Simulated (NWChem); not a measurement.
Everything below was run with NWChem. System: H$_{5}$InO$_{2}$, charge 0, spin multiplicity 1, at a geometry optimised with PBE0/def2-SVP with def2 effective core potentials on In. The structure started from a generated list of species. Level: G0W0@PBE0/def2-SVP with def2 effective core potentials on In, RI basis def2-svp-rifit, no spin-orbit coupling.

The NWChem input:

```
start mol
memory heap 200 mb stack 700 mb global 1700 mb
geometry units angstroms nocenter noautoz noautosym
  In     0.422946    -0.215894    -0.132453
  H      0.755908    -1.689076     0.693831
  H      1.393190     0.936521    -0.964827
  O     -1.575571    -0.010103    -0.689546
  H     -2.102470    -0.815965    -0.681203
  O     -0.758280     1.154337     1.372757
  H     -1.465311     0.887660     0.704638
  H     -0.634843     2.105806     1.272092
end
basis spherical
  * library def2-svp
end
ecp
  In library def2-ecp
end
basis "ri basis" bse spherical
  * library def2-svp-rifit
end
dft
  xc pbe0
  iterations 100
  direct
  tolerances tight
end
task dft energy
gw
  states alpha occ 4 vir 2
end
task dft gw
```

Part of the output:

```
             Northwest Computational Chemistry Package (NWChem) 7.3.0
             --------------------------------------------------------

                                NWChem Input Module
                                -------------------

 Scaling coordinates for geometry "geometry" by  1.889725989
 (inverse scale =  0.529177249)

                             Geometry "geometry" -> ""
                             -------------------------

 Output coordinates in angstroms (scale by  1.889725989 to convert to a.u.)

  No.       Tag          Charge          X              Y              Z
 ---- ---------------- ---------- -------------- -------------- --------------
    1 In                  49.0000     0.42294600    -0.21589400    -0.13245300
    2 H                    1.0000     0.75590800    -1.68907600     0.69383100
    3 H                    1.0000     1.39319000     0.93652100    -0.96482700
    4 O                    8.0000    -1.57557100    -0.01010300    -0.68954600
    5 H                    1.0000    -2.10247000    -0.81596500    -0.68120300
    6 O                    8.0000    -0.75828000     1.15433700     1.37275700
    7 H                    1.0000    -1.46531100     0.88766000     0.70463800
    8 H                    1.0000    -0.63484300     2.10580600     1.27209200

 Effective nuclear repulsion energy (a.u.)     286.3753005176

            Nuclear Dipole moment (a.u.)
            ----------------------------
        X                 Y               Z
 ---------------- ---------------- ----------------
     0.0000377945     0.0000226767     0.0000415740


 Summary of "ao basis" -> "" (spherical)
 ------------------------------------------------------------------------------
       Tag                 Description            Shells   Functions and Types
 ---------------- ------------------------------  ------  ---------------------
 *                          def2-svp                  on all atoms

 Summary of "ri basis" -> "" (spherical)
 ------------------------------------------------------------------------------
       Tag                 Description            Shells   Functions and Types
[...]
          24.101791664980        -108.677985695406         409.431219517931

     Multipole analysis of the density
     ---------------------------------

     L   x y z        total         alpha         beta         nuclear
     -   - - -        -----         -----         ----         -------
     0   0 0 0      0.000000    -21.000000    -21.000000     42.000000

     1   1 0 0     -0.009295     11.184862     11.184862    -22.379020
     1   0 1 0      0.195198     -5.614139     -5.614139     11.423477
     1   0 0 1      0.189334     -3.409552     -3.409552      7.008438

     2   2 0 0    -27.453101    -81.038912    -81.038912    134.624723
     2   1 1 0      0.773823     17.682879     17.682879    -34.591934
     2   1 0 1     -0.634300      3.325465      3.325465     -7.285230
     2   0 2 0    -23.694486    -49.803710    -49.803710     75.912935
     2   0 1 1      3.275416    -25.355644    -25.355644     53.986704
     2   0 0 2    -29.559194    -56.273519    -56.273519     82.987843

 Task  times  cpu:        6.0s     wall:        6.0s

                                NWChem Input Module
                                -------------------

                                 NWChem GW Module
                                 ----------------

                             ***********************
                             ***        GW       ***
                             ***********************

 Summary of "ri basis" -> "ri basis" (spherical)
 ------------------------------------------------------------------------------
       Tag                 Description            Shells   Functions and Types
 ---------------- ------------------------------  ------  ---------------------
 In                      def2-svp-rifit             30      114   9s8p7d4f2g
 H                       def2-svp-rifit              6       14   3s2p1d
 O                       def2-svp-rifit             16       48   6s5p4d1f

                 Memory Information
                 ------------------
          Available GA per process is          1700.0 MBs
          Available stack per process is        700.0 MBs
          Available heap per process is           0.0 MBs

          Peak memory in Initialization
              Peak GA per process is                  4.5 MBs
              Peak stack per process is               0.1 MBs
              Peak heap per process is                4.7 MBs
              Memory not in MA per process            0.0 MBs

          Peak memory in AFF Calculation
              Peak GA per process is                 17.7 MBs
              Peak stack per process is              11.3 MBs
              Peak heap per process is                0.0 MBs
              Memory not in MA per process           11.3 MBs

          Computing 2-center integrals
          Computing Inverse Cholesky factor
          Computing 3-center integrals
          Computing V_xc ...

          Computing Sigma_x
          Computing RPA polarizability
          Solving quasiparticle equations

                  Alpha Orbitals
          State     Energy (eV)     Error (eV)
          -----------------------------------
@GW        18        -11.672           0.004
@GW        19        -10.478           0.004
@GW        20         -9.902           0.004
@GW        21         -9.516           0.004
@GW        22          1.699           0.004
@GW        23          2.797           0.005

   Applying  -1.8628 eV scissor-shift to rest of particle states

   Applying   2.1143 eV scissor-shift to rest of hole states

     GW Timing Statistics
   ------------------------
   Init.   :          0.1s
     ERIs  :          0.4s
     Distr.:          0.0s
     Vxc   :          0.7s
   Sigma_x :          0.0s
   RPA     :          0.4s
   Wmn     :          0.0s
   Sigma_c :          0.0s
   GW total:          1.6s

 Task  times  cpu:        1.6s     wall:        1.6s

 Total times  cpu:        7.6s     wall:        7.6s
```
